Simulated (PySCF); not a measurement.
Pb(OH)₃: from structure and modes to constants

These are results of UPBE0 in PySCF with Pb def2-SVP with ECP60, O def2-SVP, H def2-SVP; scalar-relativistic core potentials, no spin–orbit coupling; density-fitted integrals, not measurements.

The doublet minimum has C3 symmetry. Masses (u): Pb 207.97664, O 15.99492, H 1.00782.

```xyz
7
charge 0 multiplicity 2, angstrom
Pb    0.0000    0.0000   -0.1718
O     1.9449    0.1117    0.6910
O    -1.0692    1.6285    0.6910
O    -0.8758   -1.7402    0.6910
H     2.2661   -0.7872    0.8542
H    -0.4513    2.3561    0.8542
H    -1.8148   -1.5689    0.8542
```

Harmonic wavenumbers (cm⁻¹): 75.6 (e, ×2), 114.6 (a, ×1), 199.8 (a, ×1), 213.5 (e, ×2), 480.3 (e, ×2), 481.9 (a, ×1), 780.2 (a, ×1), 803.1 (e, ×2), 3838.2 (e, ×2), 3842.5 (a, ×1).

(1) What is the harmonic zero-point energy?

(2) Find the vibrational entropy and heat capacity at 298.15 K.

Answers

(1) Half the sum of all 15 wavenumbers, 16240/2 = 8120 cm⁻¹, which is 97.1 kJ/mol (1 cm⁻¹ = 0.0119627 kJ/mol).

(2) With u = 1.43878 ω/T, each mode gives S = R[u/(eᵘ−1) − ln(1−e⁻ᵘ)] and C = R u² eᵘ/(eᵘ−1)².
| ω (cm⁻¹) | u | S (J/(mol K)) | C (J/(mol K)) |
| --- | --- | --- | --- |
| 75.6 (×2) | 0.365 | 16.75 | 8.22 |
| 114.6 | 0.553 | 13.34 | 8.11 |
| 199.8 | 0.964 | 8.93 | 7.70 |
| 213.5 (×2) | 1.030 | 8.42 | 7.62 |
| 480.3 (×2) | 2.318 | 2.97 | 5.41 |
| 481.9 | 2.325 | 2.95 | 5.40 |
| 780.2 | 3.765 | 0.94 | 2.86 |
| 803.1 (×2) | 3.876 | 0.86 | 2.70 |
| 3838.2 (×2) | 18.522 | 0.00 | 0.00 |
| 3842.5 | 18.543 | 0.00 | 0.00 |
The sums over all modes are S = 84.2 and C = 72.0 J/(mol K); the softest mode gives 20 % of the entropy (each member, where degenerate).

Only a few start shapes were tried, so a lower isomer may exist. No spin–orbit coupling is included, which matters more the heavier the element.
